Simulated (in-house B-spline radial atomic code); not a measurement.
## Ionising Sm XLVI (Sm45+) with different functionals

Computed with an all-electron radial atomic-structure program (B-spline basis): four-component Dirac-Coulomb Hamiltonian, Fermi nucleus of rms radius 5.0819 fm, spin-restricted, spherical fractional occupations for the functionals. The ionisation energy is the difference of two self-consistent energies, [Ne] 3s2 3p5 → [Ne] 3s2 3p4, without Breit or QED terms; ε is the level of the shell that loses the electron (mean over j). The electron is taken from both j subshells in proportion to 2j + 1, so the result is a j average, not the step between ground levels.

```
          method  rung  ΔSCF (eV)  -ε(3p) (eV)
relativistic LDA   LDA          ?            ?
        LDA VWN5   LDA          ?            ?
        LDA PW92   LDA     3826.7       3776.0
            RPBE   GGA     3828.1       3777.5
```

Task: What does LDA VWN5 give?

Result: ΔSCF 3826.7 eV, and -ε(3p) = 3776.0 eV.

Task: What does relativistic LDA give?

Result: ΔSCF 3822.1 eV, and -ε(3p) = 3771.4 eV.

Task: How do they compare with the NIST value?

Result: NIST lists 3766 eV ± 4 (tabulated theory, ground level to ground level). Errors run from +56.1 to +62.1 eV. The correlated functionals all miss on the same side by more than they spread, so the cause is common to them (Breit-QED terms, spin polarisation, the choice among j levels, multiplet and fine-structure energies, or a listed next ion that isn't the cheapest removal here) and closeness doesn't rank the functionals.
